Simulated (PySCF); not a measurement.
Zn(OH) (HOZn), SMILES [OH][Zn] (connectivity only; charge and spin as stated), neutral, multiplicity 2. Atoms are numbered in the order given.

```xyz
3

Zn    -0.0059     0.4358     0.0000
O      0.1154    -1.4046     0.0000
H     -0.7469    -1.8380     0.0000
```
Charge 0, spin multiplicity 2.

Coordinates come from a B3LYP-D3(BJ)/def2-TZVP optimisation. The spin state was assumed, not searched. The isomer is the one that the SMILES or the coordinates give; other isomers of the formula were not compared.

Computed with r2SCAN/def2-TZVPD in PySCF.

Gas-phase values at a fixed geometry.

Computed frontier levels, dipole moment and polarisability:
```yaml
"α spin, highest occupied and lowest empty level": -5.66 and -1.21 eV
"β spin, highest occupied and lowest empty level": -6.74 and -3.75 eV
dipole_moment: 1.92 D
quadrupole, principal values (traceless, Buckingham form, about the centre of nuclear charge): -5.61, 0.24, 5.37 D·Å
mean_static_polarisability: 41.1 bohr³ (6.09 Å³)
polarisability_principal_values: 37.6, 38.4, 47.3 bohr³
"⟨S²⟩": 0.755 (pure state 0.75)
```
